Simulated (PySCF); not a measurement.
## How methods differ on the electron affinity of Ag

Ag- [Kr] 4d10 5s2 (1S) → Ag [Kr] 4d10 5s1 (2S), as a difference of total energies. Calculation: PySCF 2.14, in aug-cc-pVDZ-PP with ECP28MDF (5s5p4d2f, 54 functions); a scalar-relativistic core potential. Correlated levels: valence: 4s2 4p6 frozen. The calculations carry no spin-orbit coupling.

```
           method  electron affinity (eV)
              UHF                   0.089
              LDA                   1.666
             PBE0                   1.146
           r2SCAN                   1.266
            M06-L                   1.252
          r2SCANh                   1.202
            TPSSh                   1.143
    MP2 (valence)                   0.999
SCS-MP2 (valence)                   1.017
```

**Question.** Estimate what B2PLYP gives.

**Answer.** 1.218 eV, closest to r2SCANh among the rows shown.

**Question.** Estimate what PBE gives.

**Answer.** 1.396 eV, closest to r2SCAN among the rows shown.

Errors of the correlated levels include the incompleteness of this basis and the frozen core.

In the anion the highest occupied orbital energy is positive at LDA, PBE, PBE0, r2SCAN, M06-L, B2PLYP, r2SCANh, TPSSh, a self-interaction effect; the basis confines that electron, and the energy difference can still be sensible.

For comparison: 1.304 eV (measured; photodetachment measurements, as compiled on the Wikipedia data page of electron affinities).
